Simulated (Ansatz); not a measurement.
Consider the substitution at a C–S bond: `O[SiH2]CS` + HBr → `O[SiH2]CBr` + H₂S.

Program: Ansatz. Geometries: PBE0-D4/def2-TZVP. ΔE: electronic, gas phase. CCSD(T)/CBS is the MP2 limit (def2-TZVPP, def2-QZVPP) plus CCSD(T) − MP2 in def2-TZVPP, frozen cores. This one scheme is used for every species. DFT in def2-TZVPP. For Br outer-core shells are correlated without core-valence functions, which leaves a few kJ/mol of doubt a bond. Scalar relativity is left out up to krypton. One conformer a species, not always the lowest.

(1) Is it downhill or uphill in electronic energy at CCSD(T)/CBS, and by how much? (An estimate is asked.)

(2) What do these levels give: r2SCAN-D4, ωB97M-V, r2SCAN0, CAM-B3LYP, RPA@PBE/def2-TZVPP, SCS-MP2/def2-TZVPP? (Best estimate.)

Largest T1 diagnostic among the species: 0.011.

Answers

(1) The calculation gave: Uphill: ΔE = +6.5 kJ/mol.

(2) Ansatz gave: r2SCAN-D4 10.1, ωB97M-V 8.9, r2SCAN0 9.8, CAM-B3LYP 6.9, RPA@PBE/def2-TZVPP 2.5, SCS-MP2/def2-TZVPP 4.1 kJ/mol.

Leaving LDA and LC-ωPBE aside and taking each functional with its dispersion term where it has one, the values, not all of them listed here, spread over 8.1 kJ/mol, from B2PLYP to revPBE-D4. LDA lies +8.2 kJ/mol from PBE without D4. In def2-TZVPP, CCSD(T) changes the Hartree–Fock value by +4.8 kJ/mol (the triples alone add +0.9 kJ/mol) and MP2 by +5.5 kJ/mol. At CCSD(T), def2-SVP lies +8.6 kJ/mol from the extrapolated value and def2-TZVPP −0.9 kJ/mol.
